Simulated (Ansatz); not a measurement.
dichloromethane (CH2Cl2), singlet, geometry from GFN2-xTB; Ansatz (an electronic-structure program) with WB97X/def2-SVP.

Here is a job for Ansatz.
Ansatz 0.2 input:
```yaml
crystal:
  periodic: [false, false, false]
  atoms:
    - {symbol: C, position_ang: [-0.01277935, 0.00575548, 0.78091376]}
    - {symbol: Cl, position_ang: [0.02591339, 1.46008427, -0.22991785]}
    - {symbol: Cl, position_ang: [-0.01872900, -1.46331993, -0.20910236]}
    - {symbol: H, position_ang: [-0.92568470, 0.02391950, 1.37405321]}
    - {symbol: H, position_ang: [0.88022607, -0.00344613, 1.40380793]}
basis:
  gaussian:
    orbitals: def2-SVP
hamiltonian:
  xc: {name: wB97X}
accuracy: high
```

The log (banner, timings and long lists left out):

```
Functional definition: wB97X
1264 factors; integrals over basis functions are off by at most 3.2e-9 eV
251 factors; integrals over basis functions are off by at most 1.5e-9 eV
mean field evaluation 1: about -26105.2750 eV, gradient 1.2e1 eV
mean field evaluation 2: about -26105.5294 eV, gradient 7.1e0 eV
mean field evaluation 4: about -26105.6430 eV, gradient 3.5e-1 eV
mean field evaluation 8: about -26105.7391 eV, gradient 2.4e-2 eV
mean field evaluation 16: about -26105.7391 eV, gradient 1.2e-5 eV
mean field -26105.73909489 eV, -959.3682166318 hartree, gradient 3.1e-8 eV, S^2 0.000000; 0 other end points of the search recorded, 0 dependent functions left out
reference -26105.73909309 eV, -959.3682165657 hartree; 21, 21 occupied and 39, 39 virtual orbitals, 1264 factors
Total energy: -26105.73909309 eV, -959.3682165657 hartree
```
